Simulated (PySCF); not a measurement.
CaCl, SMILES [Cl][Ca], multiplicity 2.

Geometry: PBE0-D3(BJ)/def2-TZVPD. The spin state was assumed, not searched.

Two levels are set side by side: PBE/def2-TZVPD (PySCF) and B3LYP/def2-TZVPD (PySCF). Same geometry, gas phase. Differences are taken from unrounded values.

```
quantity                       PBE
---------------------------  -----
α-spin orbital gap (eV)       1.83
β-spin orbital gap (eV)       3.99
dipole moment (D)             3.86
mean polarisability (bohr³)  147.3
```

**Question.** These are the PBE values. What does B3LYP give? (The exact figures need the calculation; the answer reports its results.)

**Answer.** 
```json
[
 {"quantity": "α-spin orbital gap (eV)", "B3LYP": "2.89", "PBE minus B3LYP": "-1.06"},
 {"quantity": "β-spin orbital gap (eV)", "B3LYP": "5.20", "PBE minus B3LYP": "-1.20"},
 {"quantity": "dipole moment (D)", "B3LYP": "4.20", "PBE minus B3LYP": "-0.34"},
 {"quantity": "mean polarisability (bohr³)", "B3LYP": "134.6", "PBE minus B3LYP": "12.7"}
]
```

Loosely held outer electrons make PBE densities more polarisable. Differences between two approximate levels are no errors against the true value.

Rough cost on one machine, each run with all the roots and properties that it gave: B3LYP against PBE within a factor of 2.
